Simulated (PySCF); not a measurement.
Mo(NMe)(S)(F)2 (CH₃F₂MoNS), SMILES [S]=[Mo]([F])([F])=[N]C, multiplicity 1. Atoms are numbered in the order given.

```xyz
9

Mo    -0.2501    -0.2563     0.0000
N     -0.3572     1.4656     0.0000
C      0.1397     2.7953     0.0000
H     -0.2119     3.3448    -0.9002
H      1.2553     2.7861     0.0000
H     -0.2119     3.3448     0.9002
S      1.8465    -0.6449     0.0000
F     -1.0117    -0.8568     1.5923
F     -1.0117    -0.8568    -1.5923
```
Charge 0, spin multiplicity 1.

Coordinates come from a PBE-D3(BJ)/def2-SVP optimisation. The multiplicity is an assumed one; no other spin state was optimised. The structure was generated by enumeration; whether it is a known compound was not checked. The def2 effective core potentials stand for the cores of Mo; spin–orbit coupling is left out.

Vertical ionisation energy (IE) and electron affinity (EA) in eV. Rows of orbital energies are one-electron estimates. Where ΔSCF, EOM or ADC give a negative EA the extra electron is unbound and the value depends on the basis.

| level | IE | EA |
|---|---|---|
| −ε(HOMO), −ε(LUMO), CAM-B3LYP/def2-TZVP (PySCF) | 8.92 | 1.91 |
| −ε(HOMO), −ε(LUMO), PBE/def2-TZVP (PySCF) | 6.49 | 3.57 |
